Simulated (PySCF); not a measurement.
Basis and Hamiltonian dependence of the ionisation energy of Cr²⁺

Cr²⁺ [Ar] 3d4 (5D) → Cr³⁺ [Ar] 3d3 (4F). Calculated with PySCF 2.14 from differences of total energies of unrestricted determinants, without spin-orbit coupling. Values in eV.

```json
{"basis": "def2-SVP", "Hamiltonian": "non-relativistic", "functions": "31", "UHF": "30.837", "PBE": "32.711", "PBE0": "n/a", "MP2 (valence)": "31.193", "CCSD(T) (valence)": "n/a", "CCSD(T) (valence and next inner shell)": "n/a"}
{"basis": "x2c-SVPall", "Hamiltonian": "spin-free X2C", "functions": "36", "UHF": "30.172", "PBE": "32.091", "PBE0": "n/a", "MP2 (valence)": "30.560", "CCSD(T) (valence)": "n/a", "CCSD(T) (valence and next inner shell)": "n/a"}
{"basis": "jorge-DZP-DKH", "Hamiltonian": "spin-free X2C", "functions": "43", "UHF": "29.938", "PBE": "n/a", "PBE0": "31.555", "MP2 (valence)": "30.310", "CCSD(T) (valence)": "n/a", "CCSD(T) (valence and next inner shell)": "n/a"}
{"basis": "cc-pVDZ-DK", "Hamiltonian": "spin-free X2C", "functions": "43", "UHF": "29.925", "PBE": "31.764", "PBE0": "n/a", "MP2 (valence)": "30.491", "CCSD(T) (valence)": "n/a", "CCSD(T) (valence and next inner shell)": "n/a"}
{"basis": "aug-cc-pVDZ-DK", "Hamiltonian": "spin-free X2C", "functions": "59", "UHF": "29.920", "PBE": "31.763", "PBE0": "31.565", "MP2 (valence)": "30.489", "CCSD(T) (valence)": "30.568", "CCSD(T) (valence and next inner shell)": "n/a"}
{"basis": "ANO-RCC-VTZP", "Hamiltonian": "spin-free X2C", "functions": "59", "UHF": "29.725", "PBE": "31.496", "PBE0": "31.310", "MP2 (valence)": "30.391", "CCSD(T) (valence)": "30.457", "CCSD(T) (valence and next inner shell)": "30.861"}
{"basis": "def2-TZVPPD", "Hamiltonian": "non-relativistic", "functions": "67", "UHF": "29.875", "PBE": "31.661", "PBE0": "31.472", "MP2 (valence)": "30.499", "CCSD(T) (valence)": "30.569", "CCSD(T) (valence and next inner shell)": "30.979"}
{"basis": "x2c-TZVPPall with one added diffuse shell each of s, p, d, f type", "Hamiltonian": "spin-free X2C", "functions": "80", "UHF": "29.673", "PBE": "31.474", "PBE0": "31.279", "MP2 (valence)": "30.301", "CCSD(T) (valence)": "30.371", "CCSD(T) (valence and next inner shell)": "30.785"}
{"basis": "def2-QZVPPD", "Hamiltonian": "non-relativistic", "functions": "93", "UHF": "29.881", "PBE": "31.717", "PBE0": "31.513", "MP2 (valence)": "30.561", "CCSD(T) (valence)": "30.627", "CCSD(T) (valence and next inner shell)": "31.080"}
{"basis": "aug-cc-pVTZ", "Hamiltonian": "non-relativistic", "functions": "93", "UHF": "29.880", "PBE": "31.680", "PBE0": "31.483", "MP2 (valence)": "30.529", "CCSD(T) (valence)": "30.596", "CCSD(T) (valence and next inner shell)": "n/a"}
{"basis": "aug-cc-pVTZ-DK", "Hamiltonian": "spin-free X2C", "functions": "93", "UHF": "29.679", "PBE": "31.495", "PBE0": "31.293", "MP2 (valence)": "30.330", "CCSD(T) (valence)": "30.397", "CCSD(T) (valence and next inner shell)": "n/a"}
{"basis": "aug-cc-pwCVTZ", "Hamiltonian": "non-relativistic", "functions": "127", "UHF": "29.872", "PBE": "31.692", "PBE0": "31.491", "MP2 (valence)": "30.566", "CCSD(T) (valence)": "n/a", "CCSD(T) (valence and next inner shell)": "31.101"}
{"basis": "aug-cc-pVQZ-DK", "Hamiltonian": "spin-free X2C", "functions": "140", "UHF": "29.672", "PBE": "31.505", "PBE0": "31.300", "MP2 (valence)": "30.368", "CCSD(T) (valence)": "n/a", "CCSD(T) (valence and next inner shell)": "n/a"}
{"basis": "aug-cc-pwCVTZ-DK with one added diffuse shell each of s, p, d, f, g type", "Hamiltonian": "spin-free X2C", "functions": "152", "UHF": "29.671", "PBE": "31.507", "PBE0": "31.301", "MP2 (valence)": "30.367", "CCSD(T) (valence)": "n/a", "CCSD(T) (valence and next inner shell)": "n/a"}
```

Extrapolation of MP2 (valence) from aug-cc-pVTZ-DK and aug-cc-pVQZ-DK: the correlation parts are 0.651 and 0.696 eV; with the X⁻³ form and unrounded values, (4³ × 0.696 − 3³ × 0.651)/(4³ − 3³) = 0.729 eV, and adding the Hartree-Fock value 29.672 eV of the larger basis gives 30.401 eV.

Frozen in the all-electron rows: valence: [Ar]; valence and next inner shell: [Ne].

At UHF, def2-SVP, x2c-SVPall lie more than 0.3 eV from the median of the rows with comparable relativity. Sets contracted for the neutral atom can be stiff in a shell that they treat as core.

Non-relativistic rows lack the scalar-relativistic shift.

Between the lowest levels the reference is 30.959 ± 0.025 eV (measured; NIST Atomic Spectra Database, ionization energies); it includes spin-orbit coupling, which these numbers lack.
